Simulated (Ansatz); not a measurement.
Gas-phase electronic energies from Ansatz, PBE0-D4/def2-TZVP geometries. CCSD(T)/CBS adds triple-zeta CCSD(T) − MP2 to the extrapolated MP2 energy (def2 sets, frozen cores). This one scheme is used for every species. DFT in def2-TZVPP. B3LYP here is the variant with VWN-RPA as its local correlation; programs differ in this. HSE06 is defined as in plane-wave codes. For Ge outer-core shells are correlated without core-valence functions, which leaves a few kJ/mol of doubt a bond. Scalar relativity is left out up to krypton. One conformer a species, not always the lowest.

Reaction (formal exchange of groups at the Si–Ge bond): `B[SiH2][GeH3]` + CH₃SH → `B[SiH2]CS` + GeH₄

```
             level  ΔE (kJ/mol)  difference from CCSD(T)/CBS
       LDA (SPW92)         40.7                          5.8
            PBE-D4         45.2                         10.3
         revPBE-D4         42.4                          7.5
           BLYP-D4         39.3                          4.4
         r2SCAN-D4         40.8                          5.9
            B97M-V         36.3                          1.4
           PBE0-D4         42.1                          7.2
          B3LYP-D4         37.5                          2.6
        r2SCAN0-D4         39.2                          4.3
          HSE06-D4         42.4                          7.5
          BHLYP-D4         33.9                         -1.0
      CAM-B3LYP-D4         31.7                         -3.2
           ωB97X-V         32.3                         -2.6
           ωB97M-V         31.6                         -3.3
          PBE-QIDH         36.9                          2.0
               PBE         46.6                         11.7
            revPBE         48.0                         13.1
              BLYP         42.6                          7.7
            r2SCAN         41.2                          6.3
             B3LYP         39.6                          4.7
           r2SCANh         40.6                          5.7
           r2SCAN0         39.7                          4.8
             HSE06         43.4                          8.5
         CAM-B3LYP         32.8                         -2.1
           LC-ωPBE         33.8                         -1.1
RPA@PBE/def2-TZVPP         33.2                         -1.7
       HF/def2-SVP         27.0                         -7.9
      MP2/def2-SVP         30.1                         -4.8
     CCSD/def2-SVP         31.6                         -3.3
  CCSD(T)/def2-SVP         32.1                         -2.8
     HF/def2-TZVPP         27.9                         -7.0
SCS-MP2/def2-TZVPP         29.7                         -5.2
   CCSD/def2-TZVPP         33.6                         -1.3
CCSD(T)/def2-TZVPP         34.3                         -0.6
     HF/def2-QZVPP         26.7                         -8.2
    MP2/def2-QZVPP         31.7                         -3.2
SCS-MP2/def2-QZVPP         29.3                         -5.6
      HF/CBS(def2)         26.5                         -8.4
     MP2/CBS(def2)         32.3                         -2.6
    CCSD/CBS(def2)         34.2                         -0.7
       CCSD(T)/CBS         34.9                            0
```

Largest T1 diagnostic among the species: 0.013.

In def2-TZVPP, CCSD(T) changes the Hartree–Fock value by +6.5 kJ/mol (the triples alone add +0.7 kJ/mol) and MP2 by +3.9 kJ/mol. From PBE to PBE0 (25 % exact exchange), in def2-TZVPP and without D4, ΔE moves by −3.4 kJ/mol. Leaving LDA and LC-ωPBE aside and taking each functional with its dispersion term where it has one, the values spread over 13.6 kJ/mol, from ωB97M-V to PBE-D4. LDA lies −5.9 kJ/mol from PBE without D4.
